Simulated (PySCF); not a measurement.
CH2Cl, SMILES Cl[CH2] (connectivity only; charge and spin as stated), charge +1, multiplicity 1. The structure is a stationary point at B3LYP-D3(BJ)/def2-TZVP. The spin state was assumed, not searched. The isomer is the one that the SMILES or the coordinates give; other isomers of the formula were not compared.

Computed with B3LYP-D3(BJ)/def2-TZVP run with PySCF.

Harmonic wavenumbers (cm⁻¹): 1047, 1047, 1153, 1476, 3083, 3218. Rotational constants (GHz): 277.6, 17.71, 16.65; symmetry number 2.

Work out the zero-point energy and the ideal-gas rigid-rotor harmonic-oscillator thermochemistry at 298.15 K and 1 atm.

ZPE = ½ Σ hcν = ½ × 11023 cm⁻¹ = 65.93 kJ/mol. H − E(el) = 76.08 kJ/mol. Entropy in J/(mol K): translation 157.40, rotation 73.37, vibration 0.91, total 231.69. G − E(el) = 7.00 kJ/mol. Cp = 37.34 J/(mol K).
